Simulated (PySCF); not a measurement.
An unknown is described by computed data only.

Formula: C3H9N3Si2.

* Rotational structure: rotational constants A, B, C: 2.593, 0.997, 0.803 GHz [GFN2-xTB]
* Polarisability: 100.3 au [PBE0/def2-SVPD]
* 1H NMR: chemical shifts (computed TMS as zero) by class: 5.58 (1 H), 5.17 (1 H), 5.02 (1 H), 2.30 (1 H), 1.44 (1 H), 0.91 (1 H), 0.47 (2 H), 0.19 (1 H) ppm [GIAO PBE0/pcSseg-1]
* UV, strongest line: among the 8 lowest singlet transitions: S2 at 6.54 eV (189 nm, f = 0.023) [TDDFT PBE0/def2-SVPD]
* 13C NMR: chemical shifts (computed TMS as zero) by class: 127.2 (1 C), 18.6 (1 C), 7.5 (1 C) ppm [GIAO PBE0/pcSseg-1]
* Dipole: 5.93 D [PBE0/def2-SVPD]

Gas-phase values; electronic properties from PySCF, density fitting. Levels stand in brackets. One conformer (not necessarily the lowest) at the GFN2-xTB geometry, without solvent, vibrations or thermal averaging. NMR classes are plain means over equivalent atoms (diastereotopic ones count apart unless rotation or inversion swaps them), as if these changed places fast.

Q: Propose a structure and show how it fits.

A: Numbering: `[N:1]#[C:2][C@@H:3]1[CH2:4][Si@@H:5]([NH2:6])[NH:7][SiH2:8]1`. Its formula, C3H9N3Si2, gives 3 degrees of unsaturation: 1 ring and 2 π bonds in the structure found. 3 carbons fall into 3 classes; from least to most shielded: nitrile carbon [C2] (127.2 ppm), ring sp3 carbon bound to silicon [C4] (18.6 ppm), ring sp3 carbon bound to silicon [C3] (7.5 ppm). Hydrogen classes from least to most shielded: 1 H on an SiH silicon, Si5 (5.58 ppm), 1 H on an SiH2 silicon, Si8 (5.17 ppm), 1 H on an SiH2 silicon, Si8 (5.02 ppm), 1 H on an sp3 carbon bound to silicon, C3 (2.30 ppm), 1 H on an sp3 carbon bound to silicon, C4 (1.44 ppm), 1 H on an sp3 carbon bound to silicon, C4 (0.91 ppm), 2 H on a silicon-bound nitrogen, N6 (0.47 ppm), 1 H on a nitrogen bridging silicon atoms, N7 (0.19 ppm). The optimised geometry has point group C1 and is an asymmetric top. Structure: `N#C[C@@H]1C[Si@@H](N)N[SiH2]1`. Computed isomers that give other values at the same levels: `N#C[C@@H]1C[Si@@H]1[SiH](N)N` (13C chemical shifts (computed TMS as zero) by class: 132.6 (1 C), 7.9 (1 C), -8.7 (1 C) ppm); `N#C[C@@H]1C[Si@H]1[SiH](N)N` (13C chemical shifts (computed TMS as zero) by class: 128.7 (1 C), 7.0 (1 C), -7.2 (1 C) ppm); `C=CN([SiH3])[Si@H](N)C#N` (13C chemical shifts (computed TMS as zero) by class: 146.7 (1 C), 123.9 (1 C), 95.1 (1 C) ppm). The assignments are read from this structure; whether some other isomer fits the data as well wasn't checked. The mirror image fits equally.
